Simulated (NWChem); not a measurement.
Which level was it?

The species is SiHF3 (5 atoms), meant as a singlet with charge 0. As SMILES, `F[SiH](F)F`. The coordinates come from a PBE0-D4/def2-TZVP relaxation.

| atom | x (Å) | y (Å) | z (Å) |
| --- | --- | --- | --- |
| F | -0.4471 | -0.0822 | 1.4913 |
| Si | 0.0407 | 0.0017 | -0.0018 |
| F | -0.5971 | 1.2814 | -0.6572 |
| F | -0.4959 | -1.2633 | -0.7672 |
| H | 1.4994 | 0.0624 | -0.0651 |

A calculation with NWChem 7.3.0 gave:

```json
{"total energy": "-584.8733 Eh", "dipole moment": "1.96 D", "HOMO energy": "-15.29 eV", "LUMO energy": "5.74 eV", "HOMO–LUMO gap": "21.03 eV", "largest force": "2.252 eV/Å"}
```

Problem. Which of these levels gave the numbers?
A. B3LYP/6-31G* (spherical functions)
B. HF/STO-3G
C. HF/3-21G
D. B3LYP/6-31G* (Cartesian functions)

Solution. C. The others give -589.7954 Eh (B3LYP/6-31G* (spherical functions)), -589.8017 Eh (B3LYP/6-31G* (Cartesian functions)), -580.3564 Eh (HF/STO-3G).
